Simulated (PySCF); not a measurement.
**Working out the ionisation energy of Sb²⁺**

Sb²⁺ [Kr] 4d10 5s2 5p1 (2P) → Sb³⁺ [Kr] 4d10 5s2 (1S). All numbers are calculated (PySCF 2.14, a scalar-relativistic core potential, in aug-cc-pVDZ-PP with ECP28MDF). Frozen: 4s2 4p6 4d10. Energies in hartree (1 hartree = 27.21139 eV):

```tsv
part	Sb²⁺ (lower)	Sb³⁺ (upper)
UHF	-238.369407	-237.483531
CCSD correlation	-0.041159	-0.033537
(T)	-0.000340	0.000000
```

What does Hartree-Fock give?

(-237.483531) − (-238.369407) = 0.885876 hartree = 24.106 eV.

What do CCSD and CCSD(T) give?

The CCSD correlation energies differ by 0.007622 hartree = 0.207 eV and the triples by 0.000340 hartree = 0.009 eV, so CCSD gives 24.313 eV and CCSD(T) 24.322 eV.

Reference: 25.323 eV (measured; NIST Atomic Spectra Database, ionization energies), between the lowest levels; spin-orbit coupling is absent from the calculation.

A double-zeta basis recovers only part of the correlation energy.

What remains against the reference includes basis incompleteness, the frozen core and higher excitations.
